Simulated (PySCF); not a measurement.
**Finite-field polarisability of He (helium, neutral)**

1s2, closed-shell 1S. Computed with PySCF 2.14 in def2-QZVPPD (4s4p2d1f, 33 functions), with no relativity, point nucleus. Frozen: nothing. Energy changes in a uniform field (μhartree):

| axis | F (au) | HF | MP2 | CCSD | CCSD(T) |
| --- | --- | --- | --- | --- | --- |
| x | 0.012 | -94.905 | -97.015 | -98.822 | -98.822 |
| x | 0.024 | -379.740 | -388.192 | -395.435 | -395.435 |

Q: Derive α along x at CCSD(T) from the two fields.

A: With ΔE = −αF²/2 − γF⁴/24, α = −(16 ΔE(F) − ΔE(2F))/(6F²) = 1.372 bohr³.

Q: And the mean polarisability at each level?

A: HF 1.318, MP2 1.347, CCSD 1.372, CCSD(T) 1.372 bohr³. Reference: 1.384 bohr³ (recommended; Schwerdtfeger and Nagle, table of static dipole polarizabilities (2023 update)).
